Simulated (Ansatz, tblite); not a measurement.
Spin states of Te2Se3, each relaxed with PBE-D4/def2-SVP in Ansatz. Electronic energies in the gas phase.

In the def2 sets Te takes a core potential, while STO-3G treats all electrons; there is no spin–orbit coupling. The xTB rows come from tblite. LC-ωPBE has ω = 0.4 bohr⁻¹. Correlated methods freeze 35 core orbitals; core or outer-core shells of Se, Te are correlated, in sets that lack core-valence functions. The structure comes from a short search, and lower isomers may exist.

Singlet geometry (Cs within 0.1 Å):

```
atom   x (Å)   y (Å)   z (Å)
 Se1  -1.509  -0.952  -1.062
 Se2  -0.511  -1.643   1.162
 Se3   0.404   2.000   0.440
 Te4   0.102   0.786  -1.842
 Te5   1.513  -0.191   1.302
```

Triplet geometry:

```xyz
5

Se   -1.408   -0.856   -1.830
Se    0.439   -2.074    0.891
Se   -0.112    1.976    0.613
Te    0.209    0.965   -1.745
Te    0.872   -0.011    2.071
```

Quintet geometry (C2v within 0.1 Å):

```xyz
5

Se   -0.1200    1.2595   -1.7470
Se    0.5011   -1.4483   -1.5175
Se   -0.2242    0.1131    1.9374
Te   -0.6060    2.3330    0.4692
Te    0.4491   -2.2571    0.8580
```

⟨S²⟩: triplet 2.01 at PBE0-D4/def2-TZVP (pure 2.00), quintet 6.02 at PBE0-D4/def2-TZVP (pure 6.00).

Only these spin states were relaxed. The triplet has other bonds than the singlet, so the gap mixes isomer and spin.

(1) Estimate which spin state lies lowest at each of these levels, and by how much: GFN1-xTB; GFN2-xTB; HF/STO-3G; HF/def2-TZVP; PBE-D4/def2-TZVP; r2SCAN-D4/def2-TZVP; PBE0-D4/def2-TZVP; LC-ωPBE/def2-TZVP; ωB97M-V/def2-TZVP; PBE-QIDH/def2-TZVP; MP2/def2-TZVP.

Answers

(1) 
```csv
level,triplet − singlet (kcal/mol),quintet − singlet (kcal/mol),lowest of these
GFN1-xTB,42.3,78.7,singlet
GFN2-xTB,13.3,63.2,singlet
HF/STO-3G,19.9,77.9,singlet
HF/def2-TZVP,4.0,48.3,singlet
PBE-D4/def2-TZVP,20.0,45.7,singlet
r2SCAN-D4/def2-TZVP,17.5,44.6,singlet
PBE0-D4/def2-TZVP,20.3,50.7,singlet
LC-ωPBE/def2-TZVP,20.5,62.1,singlet
ωB97M-V/def2-TZVP,21.8,60.9,singlet
PBE-QIDH/def2-TZVP,23.5,56.4,singlet
MP2/def2-TZVP,31.1,62.1,singlet
```

Change of the quintet − singlet gap on mixing in exact exchange, in kcal/mol: PBE to PBE0 (25 % exact exchange) 4.9. The xTB methods have no spin-polarisation term.
